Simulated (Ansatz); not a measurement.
Basis-set series for C3H9BrClHfN (`C[N](C)[Hf]([CH3])([Cl])[Br]`). The species carries charge 0 and has multiplicity 1. Hf takes the def2 core potential. The structure was optimised at the PBE0-D4/def2-TZVP level. It is one conformer, not always the lowest.

```
functional       basis  functions  energy (Eh)  HOMO (eV)  LUMO (eV)
   PBE0-D4    def2-SVP        183  -3255.81060      -7.08      -1.19
   PBE0-D4  def2-TZVPP        396  -3256.48534      -7.09      -1.19
   ωB97M-V    def2-SVP        183  -3256.12410      -9.33       0.93
   ωB97M-V  def2-TZVPP        396  -3256.80765      -9.35       0.89
```

Give the rows for def2-QZVPP. (An estimate is asked.)

Computed: 
| functional | basis | functions | energy (Eh) | HOMO (eV) | LUMO (eV) |
| --- | --- | --- | --- | --- | --- |
| PBE0-D4 | def2-QZVPP | 738 | -3256.56184 | -7.10 | -1.21 |
| ωB97M-V | def2-QZVPP | 738 | -3256.88136 | -9.36 | 0.67 |

Positive LUMOs are unbound and depend on the basis. Scalar relativity is left out up to krypton.
